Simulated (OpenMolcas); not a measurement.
# Ta3+: moving the ligands

Ta3+ with 6 ligands (chloride) in trigonal prismatic coordination (D3h) at 2.62 Å, a polar angle of 48.6° against the regular 49.1°. A charge of +0.5 e stands 2.4 Å behind each ligand. Ligand basis ANO-RCC-VDZP.
```
Ta    0.0000    0.0000    0.0000
Cl    1.9656    0.0000    1.7323
Cl   -0.9828    1.7022    1.7323
Cl   -0.9828   -1.7022    1.7323
Cl    1.9656    0.0000   -1.7323
Cl   -0.9828    1.7022   -1.7323
Cl   -0.9828   -1.7022   -1.7323
```

* Program: OpenMolcas
* Method: CASSCF
* Basis: ANO-RCC-VDZP [7s6p4d2f1g]
* Scalar Hamiltonian: DKH2, point nucleus
* Active space: 2 electrons in 5 orbitals (5d)
* State averaging: 2S+1 = 3 even, 10 roots; 2S+1 = 1 even, 15 roots
* Spin-orbit coupling: state interaction with AMFI integrals over the reference wave functions

Runs around this geometry, states (labels of D3, the rotations of D3h). Energies in cm-1 above the lowest state or level, χT in cm3 K/mol.

| R (Å) | Polar angle / regular | Ground state | First state of that spin | First gap with spin-orbit (degeneracies) | χT at 300 K | First state of another spin |
| --- | --- | --- | --- | --- | --- | --- |
| 2.48 | 0.931 | 3E | 3A2 7769 | 1531 (2, 2) | 0.118 | 1A1 4931 |
| 2.45 | 0.99 | 3E | 3A2 8386 | 1475 (2, 2) | 0.131 | 1A1 5265 |
| 2.62 | 0.99 | 3E | 3A2 7372 | 1530 (2, 2) | 0.092 | 1A1 6337 |

Taking the first state of the same spin as R^-n, n = -ln(7372 / 8386) / ln(2.62 / 2.45) = 1.9 between the shortest and longest distance.

An orbital doublet at a regular site is open to a Jahn-Teller distortion, which this geometry leaves out. Without dynamic correlation the repulsion within the d shell is too large (B by tens of per cent), so at a given field states of lower spin stand too high. With metal d orbitals alone the field can be off either way by tens of per cent. Ligand-to-metal charge-transfer states are missing. With no ligand orbital active B as a rule stays too high, so bands that hang on it stand too high and its fall with covalency is understated. The least metal-like active orbital is 76 % on the metal (Löwdin) and no ligand orbital is active, so the numbers are rough (holds for R = 2.48, ratio = 0.931). The least metal-like active orbital is 75 % on the metal (Löwdin) and no ligand orbital is active, so the numbers are rough (holds for R = 2.45, ratio = 0.99). The least metal-like active orbital is 82 % on the metal (Löwdin) and no ligand orbital is active, so the numbers are rough (holds for R = 2.62, ratio = 0.99). No measured value stands beside these numbers; the geometry is a model, was not optimised and need not be the one that this ion takes.
